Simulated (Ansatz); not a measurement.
Ansatz (a program for electronic structure) input (B3LYP-D3(BJ)/def2-TZVP):

Ansatz 0.2 input:
```yaml
crystal:
  periodic: [false, false, false]
  atoms:
    - {symbol: Ga, position_ang: [0.18546186, 0.18053741, 0.23163995]}
    - {symbol: O, position_ang: [0.73810061, -0.14044165, -1.46414454]}
    - {symbol: H, position_ang: [1.59968270, 0.23476052, -1.67558268]}
    - {symbol: O, position_ang: [-1.43790788, -0.54078407, 0.59009248]}
    - {symbol: H, position_ang: [-1.75054230, -0.38161444, 1.48716059]}
basis:
  gaussian:
    orbitals: def2-TZVP
hamiltonian:
  xc: b3lyp
  dispersion: d3bj
magnetization: {spin_polarized: true, initial_magnetization: 1}
phonons: {temperatures: {t_min: 298.15, t_max: 298.15, t_step: 100}}
```

Output:

```
Functional definition: B3LYP
integrals: 0.04 GiB planned
793 factors; their error is unknown
mean field: 0.55 GiB planned
mean field evaluation 1: about -56495.0555 eV, gradient 6.4e1 eV
mean field evaluation 2: about -56411.2670 eV, gradient 1.5e2 eV
mean field evaluation 4: about -56508.3619 eV, gradient 3.8e0 eV
mean field evaluation 8: about -56508.5816 eV, gradient 1.8e-1 eV
mean field evaluation 16: about -56508.5817 eV, gradient 1.3e-4 eV
mean field -56508.58165353 eV, -2076.6520728749 hartree, gradient 1.6e-5 eV, S^2 0.753368; 0 other end points of the search recorded, 0 dependent functions left out
the calculation of the forces begins
reference -56508.58185917 eV, -2076.6520804322 hartree; 25, 24 occupied and 97, 98 virtual orbitals, 793 factors
these checks for a lower state are left out or cut short: stability, starts, cluster_reference, orbital_swaps, neighbouring_geometries, increment
integrals: 0.04 GiB planned
793 factors; their error is unknown
mean field: 0.55 GiB planned
mean field -56508.58160711 eV, -2076.6520711689 hartree, gradient 1.4e-6 eV, S^2 0.753379; 0 other end points of the search recorded, 0 dependent functions left out
the calculation of the forces begins
reference -56508.58181275 eV, -2076.6520787260 hartree; 25, 24 occupied and 97, 98 virtual orbitals, 793 factors
these checks for a lower state are left out or cut short: stability, starts, cluster_reference, orbital_swaps, neighbouring_geometries, increment
integrals: 0.04 GiB planned
793 factors; their error is unknown
mean field: 0.55 GiB planned
mean field -56508.58160777 eV, -2076.6520711933 hartree, gradient 1.4e-6 eV, S^2 0.753358; 0 other end points of the search recorded, 0 dependent functions left out
the calculation of the forces begins
reference -56508.58181342 eV, -2076.6520787507 hartree; 25, 24 occupied and 97, 98 virtual orbitals, 793 factors
these checks for a lower state are left out or cut short: stability, starts, cluster_reference, orbital_swaps, neighbouring_geometries, increment
integrals: 0.04 GiB planned
793 factors; their error is unknown
mean field: 0.55 GiB planned
mean field evaluation 32: about -56508.4281 eV, gradient 2.2e-1 eV
mean field -56508.58150652 eV, -2076.6520674725 hartree, gradient 2.8e-6 eV, S^2 0.753369; 0 other end points of the search recorded, 0 dependent functions left out
the calculation of the forces begins
reference -56508.58171217 eV, -2076.6520750299 hartree; 25, 24 occupied and 97, 98 virtual orbitals, 793 factors
these checks for a lower state are left out or cut short: stability, starts, cluster_reference, orbital_swaps, neighbouring_geometries, increment
integrals: 0.04 GiB planned
793 factors; their error is unknown
mean field: 0.55 GiB planned
mean field -56508.58148337 eV, -2076.6520666215 hartree, gradient 1.6e-6 eV, S^2 0.753368; 0 other end points of the search recorded, 0 dependent functions left out
the calculation of the forces begins
reference -56508.58168901 eV, -2076.6520741786 hartree; 25, 24 occupied and 97, 98 virtual orbitals, 793 factors
these checks for a lower state are left out or cut short: stability, starts, cluster_reference, orbital_swaps, neighbouring_geometries, increment
integrals: 0.04 GiB planned
793 factors; their error is unknown
mean field: 0.55 GiB planned
mean field -56508.58162674 eV, -2076.6520718903 hartree, gradient 1.5e-6 eV, S^2 0.753379; 0 other end points of the search recorded, 0 dependent functions left out
the calculation of the forces begins
reference -56508.58183238 eV, -2076.6520794477 hartree; 25, 24 occupied and 97, 98 virtual orbitals, 793 factors
these checks for a lower state are left out or cut short: stability, starts, cluster_reference, orbital_swaps, neighbouring_geometries, increment
integrals: 0.04 GiB planned
793 factors; their error is unknown
mean field: 0.55 GiB planned
mean field -56508.58160919 eV, -2076.6520712456 hartree, gradient 1.2e-6 eV, S^2 0.753358; 0 other end points of the search recorded, 0 dependent functions left out
the calculation of the forces begins
reference -56508.58181484 eV, -2076.6520788028 hartree; 25, 24 occupied and 97, 98 virtual orbitals, 793 factors
these checks for a lower state are left out or cut short: stability, starts, cluster_reference, orbital_swaps, neighbouring_geometries, increment
integrals: 0.04 GiB planned
793 factors; their error is unknown
mean field: 0.55 GiB planned
mean field evaluation 64: about -56508.5815 eV, gradient 1.8e-6 eV
mean field -56508.58150821 eV, -2076.6520675346 hartree, gradient 1.8e-6 eV, S^2 0.753371; 0 other end points of the search recorded, 0 dependent functions left out
the calculation of the forces begins
reference -56508.58171387 eV, -2076.6520750923 hartree; 25, 24 occupied and 97, 98 virtual orbitals, 793 factors
these checks for a lower state are left out or cut short: stability, starts, cluster_reference, orbital_swaps, neighbouring_geometries, increment
integrals: 0.04 GiB planned
793 factors; their error is unknown
mean field: 0.55 GiB planned
mean field -56508.58149790 eV, -2076.6520671555 hartree, gradient 2.7e-6 eV, S^2 0.753365; 0 other end points of the search recorded, 0 dependent functions left out
the calculation of the forces begins
reference -56508.58170353 eV, -2076.6520747123 hartree; 25, 24 occupied and 97, 98 virtual orbitals, 793 factors
these checks for a lower state are left out or cut short: stability, starts, cluster_reference, orbital_swaps, neighbouring_geometries, increment
integrals: 0.04 GiB planned
793 factors; their error is unknown
mean field: 0.55 GiB planned
mean field -56508.58164788 eV, -2076.6520726673 hartree, gradient 2.0e-6 eV, S^2 0.753370; 0 other end points of the search recorded, 0 dependent functions left out
the calculation of the forces begins
reference -56508.58185353 eV, -2076.6520802248 hartree; 25, 24 occupied and 97, 98 virtual orbitals, 793 factors
these checks for a lower state are left out or cut short: stability, starts, cluster_reference, orbital_swaps, neighbouring_geometries, increment
integrals: 0.04 GiB planned
793 factors; their error is unknown
mean field: 0.55 GiB planned
mean field -56508.58164192 eV, -2076.6520724481 hartree, gradient 1.9e-6 eV, S^2 0.753367; 0 other end points of the search recorded, 0 dependent functions left out
the calculation of the forces begins
reference -56508.58184755 eV, -2076.6520800051 hartree; 25, 24 occupied and 97, 98 virtual orbitals, 793 factors
Total energy: -56508.68902309 eV, -2076.6560186334 hartree
Atom 0 at     0.185462     0.180537     0.231640 Å, force    -0.000142    -0.000138    -0.000178 eV/Å
Atom 1 at     0.738101    -0.140442    -1.464145 Å, force    -0.000028     0.000013     0.000076 eV/Å
Atom 2 at     1.599683     0.234761    -1.675583 Å, force     0.000167     0.000069    -0.000052 eV/Å
Atom 3 at    -1.437908    -0.540784     0.590092 Å, force     0.000074     0.000032    -0.000019 eV/Å
Atom 4 at    -1.750542    -0.381614     1.487161 Å, force    -0.000071     0.000025     0.000173 eV/Å
Dipole moment:     0.337097     0.328146     0.421030 e Å
Vibrations: 181.26 272.02 324.62 612.69 647.24 771.79 826.75 3830.61 3831.15 cm⁻¹, zero-point energy 0.700395 eV
```

It need not be the lowest isomer of its formula.
